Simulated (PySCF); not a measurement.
## Ionisation energy of Zn(24+) by level of theory

Zn(24+) [He] 2s2 2p2 (3P) → Zn(25+) [He] 2s2 2p1 (2P), as a difference of total energies. Computed with PySCF 2.14 in an uncontracted even-tempered set (19 s from 6 bohr⁻², ratio 2.2; 11 p from 7.8 bohr⁻², ratio 2.2; 6 d from 33 bohr⁻², ratio 2.4; 5 f from 49 bohr⁻², ratio 2.4; 4 g from 73 bohr⁻², ratio 2.4), with the spin-free X2C one-electron Hamiltonian (Gaussian nucleus). Correlated levels: nothing frozen; virtual orbitals above 40 to 60 times the deepest correlated orbital energy dropped. The calculations carry no spin-orbit coupling.

```tsv
method	ionisation energy (eV)
UHF	2353.8
LDA	2352.1
PBE	2353.3
PBE0	2353.7
r2SCAN	2355.6
M06-L	2355.2
PW91	2354.1
MP2 (all electrons)	2353.5
SCS-MP2 (all electrons)	2353.1
```

A first-order spin-orbit estimate (lowest level to lowest level, LS coupling) adds -0.585 eV.

For comparison: 2358 ± 1.6 eV (semi-empirical (NIST evaluation); NIST Atomic Spectra Database, ionization energies).
